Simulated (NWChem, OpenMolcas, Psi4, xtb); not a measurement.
## A ladder of methods for C2H8OSi (SMILES CC[SiH2]O)

The species is C2H8OSi (12 atoms), meant as a singlet with charge 0. SMILES: `CC[SiH2]O`. The coordinates come from a PBE0-D4/def2-TZVP relaxation. This is one conformer, not always the lowest.

```xyz
12

C    -1.4620   -0.3151   -0.1304
C    -0.1931   -0.5952    0.6706
Si    1.3481    0.1382   -0.0886
O     1.2580    1.7827   -0.2296
H    -1.3847   -0.7013   -1.1508
H    -1.6591    0.7583   -0.1987
H    -2.3414   -0.7753    0.3268
H    -0.2921   -0.2109    1.6917
H    -0.0311   -1.6758    0.7672
H     1.5558   -0.4735   -1.4355
H     2.5306   -0.1249    0.7691
H     0.7481    2.1376   -0.9579
```

Each level gives the dipole moment (D). The values are calculated.

```csv
level,kind,program,value (D)
GFN2-xTB,semi-empirical,xtb,1.53
HF/cc-pVDZ,Hartree–Fock,Psi4,1.70
SVWN5/cc-pVDZ,LDA,OpenMolcas,1.60
PBE/cc-pVDZ,GGA,NWChem,1.55
r2SCAN/cc-pVDZ,meta-GGA,OpenMolcas,1.59
BHLYP/cc-pVDZ,global hybrid,OpenMolcas,1.62
```

The values span 1.53 to 1.70 D. Magnitudes only.
